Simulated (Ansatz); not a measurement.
Reaction (formal exchange of groups at the Al–C bond): `CN(C)[CH2][AlH2]` + `O[SiH2]N[SiH3]` → `O[SiH2]N[SiH2][AlH2]` + `CN(C)C`

Program: Ansatz. Geometries: PBE0-D4/def2-TZVP. ΔE: electronic, gas phase. CBS: MP2 limit from def2 TZ/QZ plus the TZ coupled-cluster correction, frozen cores. Each species was taken in one conformer, which may not be the lowest.

`CN(C)[CH2][AlH2]`:

Z-matrix (Å, degrees):
```
C
N 1 1.441
H 1 1.094 2 110.2
H 1 1.107 2 112.7 3 -120.9
H 1 1.092 2 110.2 3 118.5
C 2 1.445 1 110.9 3 -174.8
C 2 1.451 1 111.7 3 59.6
H 6 1.092 2 109.9 1 176.4
H 6 1.106 2 112.5 1 -63.3
H 6 1.093 2 110.1 1 57.4
Al 7 1.967 2 115.5 1 -64.2
H 7 1.112 2 112.2 1 63.7
H 7 1.101 2 108.7 1 178.3
H 11 1.589 7 122.5 2 -2.3
H 11 1.591 7 117.7 2 179.4
```

`O[SiH2]N[SiH3]`:

Z-matrix (Å, degrees):
```
Si
N 1 1.720
O 1 1.645 2 114.4
H 1 1.488 2 105.6 3 -122.3
H 1 1.478 2 110.6 3 115.9
Si 2 1.729 1 127.5 3 -69.6
H 2 1.010 1 115.6 3 108.0
H 3 0.958 1 117.8 2 -59.6
H 6 1.484 2 106.8 1 -9.4
H 6 1.489 2 112.5 1 110.3
H 6 1.488 2 111.1 1 -129.3
```

`O[SiH2]N[SiH2][AlH2]`:

```xyz
13

O    -2.046   -1.600    1.557
Si   -0.786   -1.831    0.524
N    -0.337   -0.426   -0.359
Si    0.324    1.056    0.273
Al    1.919    2.081   -1.296
H    -2.866   -1.268    1.189
H    -1.106   -2.863   -0.500
H     0.306   -2.264    1.423
H    -0.502   -0.463   -1.354
H     0.973    0.702    1.569
H    -0.746    2.045    0.628
H     2.900    3.247   -0.843
H     1.966    1.585   -2.809
```

`CN(C)C`:

```xyz
13

C     1.333    0.013    0.343
N    -0.051   -0.384    0.273
C    -0.426   -0.755   -1.069
C    -0.921    0.638    0.800
H     1.605    0.234    1.378
H     1.972   -0.800   -0.010
H     1.554    0.909   -0.267
H     0.211   -1.568   -1.423
H    -0.339    0.083   -1.786
H    -1.461   -1.104   -1.084
H    -0.650    0.861    1.835
H    -1.956    0.291    0.787
H    -0.871    1.582    0.224
```

| species | CCSD(T)/CBS(def2) energy (Eh) |
| --- | --- |
| `CN(C)[CH2][AlH2]` | -416.85021 |
| `O[SiH2]N[SiH3]` | -712.34260 |
| `O[SiH2]N[SiH2][AlH2]` | -954.93876 |
| `CN(C)C` | -174.25827 |

Work out ΔE.

ΔE = (-954.93876) + (-174.25827) − (-416.85021) − (-712.34260) = -0.00422 Eh = -11.1 kJ/mol.

Largest T1 diagnostic among the species: 0.012.
